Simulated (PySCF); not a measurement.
Work out the structure from these simulated measurements.

Formula: C7H10F2O.

| Item | Value |
| --- | --- |
| Polarisability | 83.8 au [PBE0/def2-SVPD] |
| Dipole | 2.86 D [PBE0/def2-SVPD] |
| UV, strongest line | among the 10 lowest singlet transitions: S5 at 7.63 eV (163 nm, f = 0.051) [TDDFT PBE0/def2-SVPD] |
| Valence photoelectron | vertical ionisation energy: 10.70 eV [ΔSCF PBE0/def2-SVPD] |
| Rotational structure | rotational constants A, B, C: 2.330, 0.871, 0.741 GHz [PBE0-D3(BJ)/def2-SVP] |
| 13C NMR | chemical shifts (computed TMS as zero) by class: 175.6 (1 C), 91.0 (1 C), 41.2 (2 C), 30.4 (1 C), 28.4 (1 C), 13.7 (1 C) ppm [GIAO B3LYP/pcSseg-1] |
| UV, first state | lowest singlet excitation: 5.89 eV (210 nm, f = 0.002) [TDDFT PBE0/def2-SVPD] |

Gas-phase values; electronic properties from PySCF, density fitting. Levels stand in brackets. NMR shifts are as computed; neighbouring signals can stand in another order in a measured spectrum. One conformer (not necessarily the lowest) at the PBE0-D3(BJ)/def2-SVP geometry, without solvent, vibrations or thermal averaging. Each NMR value is the plain mean over a class of atoms that symmetry, rotation or inversion makes alike.

Question: Propose a structure and show how it fits.

Answer: Numbering: `[CH3:1][CH2:2][C@H:3]1[CH2:4][C@@:5]([F:6])([C:7](=[O:8])[F:9])[CH2:10]1`. Its formula, C7H10F2O, gives 2 degrees of unsaturation: 1 ring and 1 π bond in the structure found. 7 carbons fall into 6 classes; from least to most shielded: acyl halide carbon [C7] (175.6 ppm), sp3 C–F carbon [C5] (91.0 ppm), four-membered-ring carbon [C4/C10] (41.2 ppm, 2 C), chain CH2 carbon [C2] (30.4 ppm), four-membered-ring carbon [C3] (28.4 ppm), methyl carbon [C1] (13.7 ppm). The first electron is taken from the HOMO, whose largest Löwdin shares are 0.24 on the carbonyl oxygen, 0.12 on the sp3 C–F carbon, 0.12 on a four-membered-ring carbon and 0.10 on the alkyl fluorine. The optimised geometry has point group C1 and is an asymmetric top. Structure: `C(=O)([C@]1(F)C[C@@H](C1)CC)F`. Computed isomers that give other values at the same levels: `FC(F)OC1CC2(CC2)C1` (rotational constant A: 4.086 GHz; this holds for the one conformer computed); `FC[C@@H]1C[C@H]2CC[C@]1(F)O2` (smallest rotational constant: 0.922 GHz; this holds for the one conformer computed); `FC(F)OCCC=C1CC1` (rotational constant A: 4.692 GHz; this holds for the one conformer computed). The assignments are read from this structure; whether some other isomer fits the data as well wasn't checked.

The values belong to the conformer `[CH3:1][CH2:2][C@H:3]1[CH2:4][C@@:5]([F:6])([C:7](=[O:8])[F:9])[CH2:10]1`: C1–C2–C3–C4 72°, C4–C5–C7–O8 60°.
